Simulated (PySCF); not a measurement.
## Correlation energy of B⁺ (boron, charge +1)

[He] 2s2, closed-shell 1S. All numbers are calculated (PySCF 2.14, scalar relativity by spin-free X2C-1e, in aug-cc-pVDZ-DK). Frozen: 1s2; 2 electrons correlated.

Total MP2 correlation energy: -32.66 mhartree.

Same-spin part 0.00 and opposite-spin part -32.66 mhartree; SCS-MP2 scales them by 1/3 and 6/5 to -39.19 mhartree.

With two correlated electrons CCSD is exact within the correlated space (frozen core and kept virtual orbitals).

```json
{"level": "CCSD", "correlation energy (mhartree)": "-58.66"}
```

Diagnostics: T1 = 0.012, D1 = 0.0167, largest double amplitude 0.151.

Q: Is a single reference adequate?

A: Not fully. A double-excitation amplitude exceeds 0.15, a sign of near-degeneracy.
